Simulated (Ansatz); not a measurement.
CH4AlFGe, SMILES `F[CH]1[AlH][GeH2]1`. Total charge 0; spin multiplicity 1.

```xyz
8

F    -2.0198   -0.5671    0.5723
C    -0.7714    0.0038    0.5811
Al    0.0560    1.4931   -0.3539
Ge    0.9030   -0.7570   -0.3122
H    -0.4039    0.0623    1.6223
H    -0.1635    2.9038   -1.0409
H     0.6202   -1.4829   -1.6450
H     1.7795   -1.6560    0.5764
```

Task: List the harmonic frequencies (cm⁻¹, unscaled) at PBE0-D4/def2-TZVP in Ansatz. (An estimate is asked.)

Result: Computed: 176, 220, 289, 318, 339, 428, 488, 577, 582, 633, 848, 864, 1114, 1294, 1922, 2109, 2129, 2962.

Task: Is this a minimum?

Result: Yes, all 18 modes are real.

Task: Give the ideal-gas thermochemistry at 298.15 K and 1 bar (rigid rotor, harmonic oscillator; point group C1, symmetry number 1).

Result: Zero-point energy 103.4 kJ/mol; H(298) − E = 122.5 kJ/mol; entropy 332.2 J/(mol·K), of which translation 170.0, rotation 113.3, vibration 48.9; G(298) − E = 23.5 kJ/mol.
